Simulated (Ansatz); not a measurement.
Coupled-cluster diagnostics for Be₇O₇ (the lowest singlet isomer of a short search), Ansatz.

Geometry of the singlet (PBE0-D4/def2-SVP):

Cartesian coordinates in Å:
```
Be 1.162 -2.627 1.103
Be -2.273 1.976 -0.635
Be 2.935 -0.933 0.042
Be -1.485 -2.342 1.337
Be 0.178 2.755 -1.359
Be 2.497 1.463 -1.055
Be -3.014 -0.292 0.567
O -1.236 2.791 -1.178
O 2.417 -2.101 0.676
O -3.120 0.995 -0.039
O 1.578 2.489 -1.426
O -0.190 -2.933 1.438
O -2.655 -1.555 1.125
O 3.207 0.314 -0.597
```

Correlated methods freeze 7 core orbitals. Another isomer (singlet) lies 0.20 eV lower at PBE0-D4/def2-TZVP; other spin states weren't run for this one.

**Question.** Estimate the CCSD(T) correlation energy, the shares of MP2 and (T), T1 and the reference's ⟨S²⟩ for: charge 0, singlet, own geometry in def2-SVP; and the rough time on 4 threads of Arm Neoverse V2 on a shared host.

**Answer.** 
```tsv
state	basis	correlation (eV)	MP2 share (%)	(T) share (%)	T1	⟨S²⟩ (pure)	wall time
charge 0, singlet, own geometry	def2-SVP	-40.920	97.5	2.0	0.014	0.00 (0.00)	2.1 min
```
Customary marks for T1 are 0.02 (closed shells), 0.045 (open shells) and about 0.05 (3d metals). T1 stays under 0.02 throughout.
